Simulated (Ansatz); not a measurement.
Program: Ansatz. Geometries: PBE0-D4/def2-TZVP. ΔE: electronic, gas phase. CBS: MP2 limit from def2 TZ/QZ plus the TZ coupled-cluster correction, frozen cores. This one scheme is used for every species. Functionals use def2-TZVPP. For Ge outer-core shells are correlated without core-valence functions, which leaves a few kJ/mol of doubt a bond. Scalar relativity is left out up to krypton. Each species was taken in one conformer, which may not be the lowest.

`C[S][GeH3]` + `C=CN=C` → `C=N[C](=C)[GeH3]` + CH₃SH  (formal exchange of groups at a Ge–S bond)

`C[S][GeH3]`:

Cartesian coordinates in Å:
```
C -0.627 0.811 -1.165
S -1.256 -0.486 -0.065
Ge 0.559 -0.828 1.151
H -0.330 1.698 -0.605
H -1.445 1.079 -1.834
H 0.211 0.452 -1.764
H 0.206 -1.922 2.166
H 0.962 0.473 1.870
H 1.720 -1.278 0.246
```

`C=CN=C`:

Z-matrix (Å, degrees):
```
C
C 1 1.328
H 1 1.082 2 121.1
H 1 1.083 2 120.3 3 -180.0
N 2 1.393 1 121.2 3 180.0
H 2 1.094 1 121.0 3 -0.0
C 5 1.266 2 117.6 1 -180.0
H 7 1.088 5 119.3 2 -180.0
H 7 1.098 5 123.1 2 0.0
```

`C=N[C](=C)[GeH3]`:

```xyz
12

C     1.799    0.830    0.506
N     0.605    1.240    0.581
C    -0.444    0.422    0.144
C    -1.684    0.905    0.251
Ge   -0.183   -1.378   -0.609
H     2.602    1.479    0.851
H     2.087   -0.152    0.111
H    -2.549    0.336   -0.064
H    -1.844    1.896    0.664
H    -1.574   -1.924   -0.960
H     0.687   -1.337   -1.878
H     0.497   -2.318    0.402
```

CH₃SH:

Z-matrix (Å, degrees):
```
C
S 1 1.806
H 1 1.089 2 111.5
H 1 1.089 2 111.5 3 -123.8
H 1 1.090 2 106.2 3 118.1
H 2 1.342 1 97.1 3 61.9
```

```
         level  ΔE (eV)
       ωB97M-V     0.66
        B2PLYP     0.68
        r2SCAN     0.69
MP2/def2-QZVPP     0.62
```

Problem. What does CCSD(T)/CBS give? (Best estimate.)

Solution. The calculation gave: +0.62 eV. The listed levels differ from it by 0.04, 0.06, 0.07, 0.00 eV.

Largest T1 diagnostic among the species: 0.013.

In def2-TZVPP, CCSD(T) changes the Hartree–Fock value by −0.18 eV (the triples alone add −0.02 eV) and MP2 by −0.18 eV. The D4 term adds −0.04 eV with B3LYP and −0.02 eV with PBE0; it sums over pairs of atoms, weighted by their polarisabilities, and B3LYP, whose exchange is more repulsive, gets the larger term.

B3LYP here is the variant with VWN-RPA as its local correlation; programs differ in this.
